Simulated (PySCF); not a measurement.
F3H2NTi, SMILES [NH2][Ti]([F])([F])[F], multiplicity 1.

Coordinates come from a PBE-D3(BJ)/def2-SVP optimisation. The spin state was assumed, not searched. The structure was generated by enumeration; whether it is a known compound was not checked. The values are those of a single conformer.

Level of theory: PBE-D3(BJ)/def2-SVP (PySCF).

Frequencies are harmonic and unscaled.

```csv
mode,ν (cm⁻¹),IR (km/mol),moving atoms (share of kinetic energy)
1,42,8.3,"H 69 %, F 28 %"
2,183,5.6,"F 77 %, N 15 %"
3,189,0.2,"F 37 %, N 27 %, H 22 %, Ti 13 %"
4,205,3.1,"F 59 %, Ti 22 %, N 10 %, H 9 %"
5,221,11.7,"F 54 %, Ti 20 %, N 16 %, H 9 %"
6,233,0.7,"F 65 %, H 29 %"
7,400,205.7,"H 71 %, N 27 %"
8,496,11.9,"H 76 %, N 19 %"
9,683,0.3,"F 64 %, N 30 %"
10,752,181.5,"Ti 35 %, N 31 %, F 27 %"
11,777,170.7,"F 62 %, Ti 37 %"
12,806,189.7,"F 57 %, Ti 40 %"
13,1428,34.1,"H 88 %, N 11 %"
14,3454,77.5,H 96 %
15,3559,36.1,"H 91 %, N 9 %"
```
